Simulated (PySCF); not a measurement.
Sn(Br)2(Et)2, SMILES C[CH2][Sn]([Br])([Br])[CH2]C (C₄H₁₀Br₂Sn), GFN2-xTB optimised geometry.

```
17

C     -0.93    -1.25    -3.17
C     -1.55    -2.04    -2.05
Sn    -0.94    -1.23     0.00
Br    -1.59     1.23     0.00
Br     1.59    -1.23     0.00
C     -1.55    -2.08     2.03
C     -0.93    -3.42     2.31
H     -1.24    -0.21    -3.15
H     -1.24    -1.68    -4.13
H      0.16    -1.29    -3.13
H     -1.23    -3.08    -2.05
H     -2.64    -1.99    -2.07
H     -1.22    -1.32     2.75
H     -2.64    -2.12     2.03
H     -1.21    -3.75     3.31
H     -1.27    -4.17     1.60
H      0.16    -3.37     2.26
```

Density from PySCF with PBE0/def2-SVP, def2 effective core potentials past Kr at that geometry. The core electrons that the potentials of Sn replace are not part of the density.

Minimum of the electron density along straight lines between bonded atoms, close to the bond critical point (lines longer than 1.1 times the sum of covalent radii, or with two minima, are not listed):

| bond | length / Å | ρ at the minimum / e bohr⁻³ | ∇²ρ there / e bohr⁻⁵ | position (fraction from the first atom) |
|---|---|---|---|---|
| C1–C2 | 1.504 | 0.249 | -0.57 | 0.49 |
| C2–Sn3 | 2.288 | 0.084 | 0.06 | 0.50 |
| Sn3–Br4 | 2.537 | 0.066 | 0.11 | 0.46 |
| Sn3–Br5 | 2.534 | 0.067 | [?] | 0.46 |
| Sn3–C6 | 2.286 | 0.084 | 0.06 | 0.51 |
| C6–C7 | 1.505 | 0.249 | -0.57 | 0.51 |
| C1–H8 | 1.089 | 0.277 | -1.02 | 0.63 |
| C1–H9 | 1.091 | 0.274 | -0.99 | 0.62 |
| C1–H10 | 1.089 | 0.277 | -1.02 | 0.63 |
| C2–H11 | 1.087 | 0.277 | -1.02 | 0.63 |
| C2–H12 | 1.087 | 0.277 | -1.02 | 0.63 |
| C6–H13 | 1.089 | 0.277 | -1.03 | 0.64 |
| C6–H14 | 1.087 | 0.277 | -1.02 | 0.63 |
| C7–H15 | 1.091 | 0.274 | -1.00 | 0.63 |
| C7–H16 | 1.088 | 0.276 | -1.01 | 0.62 |
| C7–H17 | 1.088 | 0.278 | -1.03 | 0.63 |

Question: Some entries are withheld; supply them.

Answer: 
- Sn3–Br5, ∇²ρ there / e bohr⁻⁵: 0.12
